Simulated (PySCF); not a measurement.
## Radial density of As²⁺ (arsenic, charge +2)

UHF, [Ar] 3d10 4s2 4p1, 2P determinant. All numbers are calculated (PySCF 2.14, scalar relativity by spin-free X2C-1e, in x2c-TZVPall (6s5p4d1f, 48 functions)).

| r (bohr) | 4πr²ρ (e/bohr) | 4πr²(ρα − ρβ) |
| --- | --- | --- |
| 0.000678 | 0.2390 | 0.0000 |
| 0.00114 | 0.5916 | 0.0000 |
| 0.00192 | 1.459 | 0.0000 |
| 0.00323 | 3.497 | 0.0000 |
| 0.00543 | 7.922 | 0.0000 |
| 0.00913 | 16.38 | 0.0000 |
| 0.0154 | 29.04 | 0.0003 |
| 0.0258 | 39.75 | 0.0024 |
| 0.0435 | 37.92 | 0.0109 |
| 0.0731 | 33.16 | 0.0304 |
| 0.123 | 45.96 | 0.0349 |
| 0.207 | 37.14 | -0.0085 |
| 0.348 | 25.31 | 0.0507 |
| 0.585 | 28.79 | 0.0371 |
| 0.984 | 8.936 | 0.0768 |
| 1.66 | 2.480 | 0.5452 |
| 2.78 | 0.6460 | 0.2970 |
| 4.68 | 0.02499 | 0.0159 |
| 7.88 | 9.179e-05 | 0.0001 |

Densities and radii are taken from the X2C orbitals without a picture-change correction, which distorts them close to the nucleus.

**Question.** Where is the radial spin density 4πr²(ρα − ρβ) most negative, and why is it negative at all?

**Answer.** Around r = 0.207 bohr, down to -0.0085 e/bohr: exchange with the open shell polarises the paired shells in an unrestricted calculation.
